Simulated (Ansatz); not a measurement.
Gas-phase electronic energies from Ansatz, PBE0-D4/def2-TZVP geometries. CCSD(T)/CBS is the MP2 limit (def2-TZVPP, def2-QZVPP) plus CCSD(T) − MP2 in def2-TZVPP, frozen cores. This one scheme is used for every species, atoms too. Functionals use def2-TZVPP. B3LYP here is the variant with VWN-RPA as its local correlation; programs differ in this. HSE06 is defined as in plane-wave codes. No spin–orbit coupling; open shells (•) take unrestricted orbitals. Spin–orbit coupling would lower the free atoms: a little for Cl, O, Si. One conformer a species, not always the lowest.

Consider the atomization: `O[Si](O)(Cl)Cl` → 2 Cl• + 2 H• + 2 O• + Si•.

`O[Si](O)(Cl)Cl`:

Z-matrix (Å, degrees):
```
Si
O 1 1.615
Cl 1 2.026 2 106.6
O 1 1.622 2 109.0 3 121.4
Cl 1 2.044 2 111.9 3 -117.9
H 2 0.959 1 117.8 3 -173.1
H 4 0.959 1 118.4 2 167.9
```

| level | ΔE (kJ/mol) | difference from CCSD(T)/CBS |
| --- | --- | --- |
| revPBE-D4 | 2643.4 | -64.1 |
| HSE06-D4 | 2665.2 | -42.3 |
| BHLYP-D4 | 2558.1 | -149.4 |
| CAM-B3LYP-D4 | 2673.7 | -33.8 |
| ωB97M-V | 2705.8 | -1.7 |
| B2PLYP | 2640.6 | -66.9 |
| BLYP | 2607.1 | -100.4 |
| PBE0 | 2644.8 | -62.7 |
| B3LYP | 2614.0 | -93.5 |
| r2SCANh | 2671.8 | -35.7 |
| HSE06 | 2648.3 | -59.2 |
| HF/def2-SVP | 1837.2 | -870.3 |
| MP2/def2-SVP | 2519.2 | -188.3 |
| CCSD(T)/def2-SVP | 2422.8 | -284.7 |
| SCS-MP2/def2-TZVPP | 2664.3 | -43.2 |
| MP2/def2-QZVPP | 2781.4 | 73.9 |
| CCSD(T)/CBS | 2707.5 | 0 |

Largest T1 diagnostic among the species: 0.012.

The D4 term adds +34.9 kJ/mol with B3LYP and +18.0 kJ/mol with PBE0; it sums over pairs of atoms, weighted by their polarisabilities, and B3LYP, whose exchange is more repulsive, gets the larger term. From BLYP to BHLYP (50 % exact exchange), in def2-TZVPP and without D4, ΔE moves by −77.3 kJ/mol: exact exchange takes away binding that semilocal exchange gives to molecules.

For atomizations the MP2-based limit and the directly extrapolated one differ by several kJ/mol either way, and by 10 to 25 for some Ge, Se and Sn compounds, so smaller differences from it don't rank the levels.
